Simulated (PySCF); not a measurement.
Ga (gallium, neutral) across methods

[Ar] 3d10 4s1 4p1 5s1, high-spin 4P determinant (an excited configuration). Calculation: PySCF 2.14, in aug-cc-pVQZ-PP with ECP10MDF (7s6p5d3f2g, 89 functions); scalar relativity through the core potential.

| method | E (hartree) | mean ε 4s α (eV) | mean ε 4p α (eV) | mean ε 5s α (eV) | Σ⟨r²⟩ (bohr²) | ⟨S²⟩ |
| --- | --- | --- | --- | --- | --- | --- |
| B97-3 | -259.1463 | -14.820 | -7.380 | -2.193 | 79.95 | 3.750 |
| LC-wPBE | -259.1715 | -18.029 | -10.079 | -3.177 | 80.69 | 3.751 |
| UHF | -258.03660 | -18.126 | -10.186 | -2.884 | 82.35 | 3.752 |
| PBE0 | -259.0958 | -14.930 | -7.459 | -2.229 | 79.32 | 3.751 |
| r2SCAN | -259.0196 | -14.159 | -6.835 | -1.899 | 78.66 | 3.752 |
| BLYP | -259.0947 | -13.567 | -6.204 | -1.710 | 78.46 | 3.751 |
| CAM-B3LYP | -259.0895 | -16.460 | -8.606 | -2.604 | 79.21 | 3.751 |
| LDA | -258.6916 | -13.957 | -6.444 | -1.956 | 77.00 | 3.751 |
| PBE | -259.1314 | -13.674 | -6.430 | -1.916 | 78.39 | 3.751 |

Energies and moments cover only the electrons outside the core potential. The outer electron is Rydberg-like, and this basis confines it to a smaller radius and binds it less than a complete one would.
